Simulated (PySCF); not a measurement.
C5H13AlO2, SMILES CC[O][Al]([O]C)[CH2]C (GFN2-xTB optimised geometry):

```
21

Al    -0.653    -0.618     0.000
C      1.362    -0.618     0.000
C      2.002     0.761    -0.129
H      1.710    -1.267    -0.808
H      1.703    -1.097     0.922
H      1.664     1.419     0.669
H      1.738     1.223    -1.077
H      3.089     0.690    -0.074
O     -1.350    -2.117     0.028
C     -1.972    -3.366     0.047
H     -1.730    -3.888     0.976
H     -3.057    -3.254    -0.021
H     -1.626    -3.968    -0.797
O     -1.472     0.816     0.000
C     -2.055     2.081    -0.075
C     -1.281     2.994    -1.019
H     -3.089     1.979    -0.426
H     -2.075     2.521     0.931
H     -1.250     2.553    -2.013
H     -1.761     3.968    -1.075
H     -0.262     3.117    -0.662
```

Method: B3LYP/def2-SVP run with PySCF.

**Question.** What are the frontier orbital energies and the dipole moment?

**Answer.** HOMO-2 -7.40 eV, HOMO-1 -7.27 eV, HOMO -6.87 eV, LUMO 0.26 eV, LUMO+1 0.59 eV; dipole moment 0.81 D.

On the same geometry PBE/def2-SVP in PySCF gives HOMO-2 -6.10 eV, HOMO-1 -5.95 eV, HOMO -5.77 eV, LUMO -0.32 eV, LUMO+1 0.00 eV; dipole moment 0.72 D.

Meta-Löwdin charges at B3LYP/def2-SVP: Al1 1.01, C2 -0.45, C3 -0.26, H4 0.09, H5 0.09, H6 0.08, H7 0.08, H8 0.08, O9 -0.61, C10 -0.04, H11 0.09, H12 0.09, H13 0.09, O14 -0.61, C15 0.08, C16 -0.29, H17 0.08, H18 0.08, H19 0.09, H20 0.09, H21 0.10.
